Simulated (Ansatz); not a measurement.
A nudged elastic band was laid between two geometries of C2H4BrN (8 atoms, charge 0, multiplicity 1).

All numbers below come from RKS B3LYP-D4/def2-SVPD (Ansatz 0.2.0).

| Property | Result |
| --- | --- |
| movable images | 7 |
| climbing image | yes |
| spring | 5.0 eV/Å² |
| optimiser | quadratic models (default) |
| start path | IDPP |
| force threshold | 0.05 eV/Å |
| iteration limit | 60 |
| end points | relaxed |

First end point:

```xyz
8
Properties=species:S:1:pos:R:3
C 0.223 1.193 -0.187
C -0.237 -0.063 -0.235
N 0.310 -1.187 0.350
Br -1.789 -0.479 -1.289
H -0.231 1.992 -0.766
H 1.090 1.429 0.433
H -0.327 -1.925 0.622
H 1.054 -1.017 1.016
```

Last end point:

```xyz
8
Properties=species:S:1:pos:R:3
C 0.224 1.194 -0.188
C -0.237 -0.062 -0.235
N 0.307 -1.186 0.353
Br -1.785 -0.482 -1.294
H 1.088 1.430 0.435
H -0.228 1.991 -0.770
H -0.328 -1.924 0.624
H 1.052 -1.017 1.019
```

**Question.** Which bonds break or form, and what moves?

**Answer.** No bond is made or broken. The dihedral H5–C1–C2–Br4 goes from -3 to 178°. The two ends are copies of one structure, up to a mirror image or an exchange of like atoms.

**Question.** What energy profile does the band end with?

**Answer.** The forces met the threshold. The highest image is number 4 of 0 to 8, 148.8 kJ/mol above the ends, which have the same energy within 2 meV. A vibrational analysis at the climbing image gives one clearly imaginary mode, 528i cm⁻¹: a first-order saddle point.

```json
{"image": "0", "path coordinate (Å)": "0.00", "energy (kJ/mol)": "0.0", "dihedral H5–C1–C2–Br4 (°)": "-3"}
{"image": "1", "path coordinate (Å)": "0.60", "energy (kJ/mol)": "2.9", "dihedral H5–C1–C2–Br4 (°)": "7"}
{"image": "2", "path coordinate (Å)": "1.20", "energy (kJ/mol)": "42.3", "dihedral H5–C1–C2–Br4 (°)": "34"}
{"image": "3", "path coordinate (Å)": "1.79", "energy (kJ/mol)": "121.3", "dihedral H5–C1–C2–Br4 (°)": "54"}
{"image": "4", "path coordinate (Å)": "2.39", "energy (kJ/mol)": "148.8", "dihedral H5–C1–C2–Br4 (°)": "79"}
{"image": "5", "path coordinate (Å)": "2.96", "energy (kJ/mol)": "124.1", "dihedral H5–C1–C2–Br4 (°)": "107"}
{"image": "6", "path coordinate (Å)": "3.53", "energy (kJ/mol)": "49.4", "dihedral H5–C1–C2–Br4 (°)": "138"}
{"image": "7", "path coordinate (Å)": "4.10", "energy (kJ/mol)": "4.3", "dihedral H5–C1–C2–Br4 (°)": "170"}
{"image": "8", "path coordinate (Å)": "4.68", "energy (kJ/mol)": "0.0", "dihedral H5–C1–C2–Br4 (°)": "178"}
```

**Question.** What is the geometry of the highest image?

**Answer.** 
```xyz
8
Properties=species:S:1:pos:R:3:forces:R:3
C 0.536 1.226 -0.175 0.03 0.00 0.01
C 0.000 0.012 -0.075 -0.01 0.01 -0.02
N -0.213 -0.926 0.774 -0.01 -0.02 0.01
Br -1.043 -1.193 -1.973 -0.01 -0.01 -0.01
H -0.119 2.099 -0.189 -0.01 0.00 0.00
H 1.532 1.323 -0.615 -0.01 0.00 0.00
H -0.686 -1.775 0.453 0.00 0.01 0.01
H 0.084 -0.823 1.744 0.00 0.01 -0.01
```

**Question.** What are the harmonic wavenumbers there?

**Answer.** 528i, 129, 265, 364, 384, 670, 730, 833, 935, 1089, 1177, 1367, 1541, 1887, 3144, 3238, 3421, 3565 cm⁻¹.

The run took 9.5 min on 2 threads of Arm Neoverse N1, on a shared host, peak memory 0.4 GiB.
